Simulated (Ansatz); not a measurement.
Abridged output of a molecular run in Ansatz:

```
Functional definition: HF
1377 factors; integrals over basis functions are off by at most 8.8e-4 eV
mean field evaluation 1: about -35547.8443 eV, gradient 4.3e1 eV
mean field evaluation 2: about -35547.8520 eV, gradient 4.3e1 eV
mean field evaluation 4: about -35559.2739 eV, gradient 1.3e1 eV
mean field evaluation 8: about -35561.0505 eV, gradient 3.3e-1 eV
mean field evaluation 16: about -35561.0528 eV, gradient 1.9e-6 eV
mean field -35561.05284023 eV, -1306.8445877310 hartree, gradient 1.9e-6 eV, S^2 0.760779; 6 other end points of the search recorded, 0 dependent functions left out
16 core orbitals not correlated: weight in the atoms' cores, before any rotation towards them, 1.000 or more for the frozen orbitals, at most 0.000 for the correlated occupied ones
reference -35561.05284023 eV, -1306.8445877310 hartree; 21, 20 occupied and 159, 160 virtual orbitals, 1377 factors
second order -30.32708756 eV of doubles, -0.00000000 eV of singles
cycle   1  -30.36813788 eV  change   -4.1e-2 eV  update   1.3e-1
cycle   2  -30.99638782 eV  change   -6.3e-1 eV  update   3.9e-2
cycle   3  -31.17135841 eV  change   -1.7e-1 eV  update   2.2e-2
cycle   4  -31.16763995 eV  change    3.7e-3 eV  update   6.7e-3
cycle   5  -31.15985209 eV  change    7.8e-3 eV  update   3.4e-3
cycle   6  -31.16233530 eV  change   -2.5e-3 eV  update   1.7e-3
cycle   7  -31.16333896 eV  change   -1.0e-3 eV  update   7.9e-4
cycle   8  -31.16339232 eV  change   -5.3e-5 eV  update   3.3e-4
cycle   9  -31.16350922 eV  change   -1.2e-4 eV  update   1.4e-4
cycle  10  -31.16350834 eV  change    8.8e-7 eV  update   6.2e-5
cycle  11  -31.16344330 eV  change    6.5e-5 eV  update   3.1e-5
cycle  12  -31.16346458 eV  change   -2.1e-5 eV  update   1.8e-5
perturbative correction -1.13016496 eV, -0.0415327963 hartree
Total energy: -35593.34646977 eV, -1308.0313567272 hartree
Checks for a lower state left out: cluster_reference
```

Its atoms:

Cartesian coordinates in Å:
```
O 0.019 -1.477 1.344
Sn -0.004 0.000 0.045
F -0.281 1.632 0.963
Cl 2.027 0.138 -0.977
Cl -1.760 -0.293 -1.375
```

Problem. Which basis set was used?
A. cc-pV(Q+d)Z
B. def2-TZVPP
C. def2-QZVPP
D. def2-SVP

Solution. B. It gives 196 functions.

Problem. Write the keys of the input that set method, charge and spin (a neutral closed shell needs none for the last two).

Solution. 
```yaml
magnetization: {spin_polarized: true, initial_magnetization: 1}
correlation: {method: ccsd_t}
scf: {omitted_lower_state_checks: [cluster_reference]}
```
